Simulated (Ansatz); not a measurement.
Relaxation of C$_{2}$H$_{11}$NSi$_{2}$ (16 atoms, charge 0, multiplicity 1), to a largest force component of 0.02 eV/Å in at most 40 steps.

Computed with Ansatz 0.2.0, RKS PBE0-D4/STO-3G.

```xyz
16
Properties=species:S:1:pos:R:3
Si 0.000 0.000 0.000
Si 0.000 0.000 2.220
H -1.315 -0.407 2.707
H 1.010 -0.935 2.707
H 0.305 1.342 2.707
H 1.377 0.000 -0.486
N -0.857 1.485 -0.606
C -2.272 1.409 -0.998
H -2.825 0.778 -0.270
H -2.709 2.429 -1.010
H -2.352 0.961 -2.011
C -0.135 2.762 -0.704
H -0.244 3.171 -1.730
H -0.557 3.483 0.028
H 0.940 2.598 -0.483
H -0.688 -1.191 -0.486
```

Problem. Where does it end, and by what steps?

Solution. It converged. The force dipped under the threshold on the way, but the program's further checks kept it going. Limits of this set-up: minimal basis. After 18 steps the energy has fallen by 0.437 eV; H10 moved furthest, 1.38 Å.

```csv
step,energy less start (eV),largest force component (eV/Å),accepted
0,0.0000,2.073,yes
1,-0.1823,0.642,yes
2,-0.2216,0.176,yes
3,-0.2435,0.259,yes
4,-0.2445,0.920,yes
5,-0.2832,0.410,yes
6,-0.3318,0.203,yes
7,-0.3586,0.616,yes
8,-0.4092,0.170,yes
9,-0.4312,0.082,yes
10,-0.4093,0.661,no
11,-0.4344,0.094,yes
12,-0.4359,0.130,yes
13,-0.4366,0.035,yes
14,-0.4369,0.007,yes
15,-0.4370,0.024,yes
16,-0.4370,0.027,yes
17,-0.4371,0.031,yes
18,-0.4372,0.016,yes
```

```xyz
16
Properties=species:S:1:pos:R:3
Si 0.088 -0.003 -0.049
Si -0.159 0.235 2.182
H -1.544 0.144 2.579
H 0.567 -0.799 2.882
H 0.344 1.509 2.640
H 1.490 0.022 -0.398
N -0.692 1.255 -1.044
C -2.173 1.299 -0.898
H -2.589 0.298 -1.091
H -2.521 1.627 0.104
H -2.596 1.997 -1.638
C -0.130 2.618 -0.832
H -0.559 3.313 -1.572
H -0.330 3.040 0.175
H 0.961 2.590 -0.979
H -0.479 -1.262 -0.477
```

The run took 120 s on 1 thread of Arm Neoverse N1 (shared host), peak memory 0.13 GiB.
